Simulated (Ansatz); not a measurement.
The same path of GaH3S + H2 (7 atoms, charge 0, multiplicity 1) was run 3 times with different band settings. Lost on the way: H5–H6. Made: Ga1–H6, S2–H5.

Theory: Ansatz 0.2.0, RKS PBE0/def2-SVP.

Relaxed end points:

```xyz
7
Properties=species:S:1:pos:R:3
Ga -0.757 -0.342 0.235
S -0.835 1.615 -0.790
H -1.181 -1.559 -0.645
H -0.364 -0.371 1.747
H 1.755 -0.508 -0.602
H 1.813 -1.170 -0.226
H -0.432 2.335 0.280
```

```xyz
7
Properties=species:S:1:pos:R:3
Ga -0.234 -0.987 0.516
S -0.298 1.321 -0.747
H -1.007 -1.785 -0.602
H -1.021 -0.462 1.777
H 0.686 1.063 -1.636
H 1.336 -1.125 0.603
H 0.538 1.975 0.090
```

Common settings: movable images 9; spring 5.0 eV/Å²; start path through a guess of the saddle point; force threshold 0.05 eV/Å; end points relaxed.

| run | climbing image | optimiser | iteration limit |
| --- | --- | --- | --- |
| 1 | yes | quadratic models (default) | 60 |
| 2 | yes | quadratic models (default) | 6 |
| 3 | from the first iteration | lbfgs | 60 |

Question: What does each run give, and how far can it be trusted?

Answer: Run 1: converged after 8 iterations, highest image 1.005 eV above the first end. A vibrational analysis at the climbing image gives one clearly imaginary mode, 1055i cm⁻¹: a first-order saddle point.
Run 2: not converged after 6 iterations, highest image 1.011 eV above the first end. The band didn't meet its force threshold, so its energies are provisional: the largest band force was still 0.29 eV/Å, and over the last iterations the top moved between 0.95 and 1.01 eV.
Run 3: not converged after 60 iterations, highest image 1.005 eV above the first end. The band didn't meet its force threshold, so its energies are provisional: the largest band force was still 0.06 eV/Å, and over the last iterations the top stayed at 1.00 eV.
The orbitals stay closed-shell, which can raise the energy where a bond breaks towards radicals; this wasn't checked here.
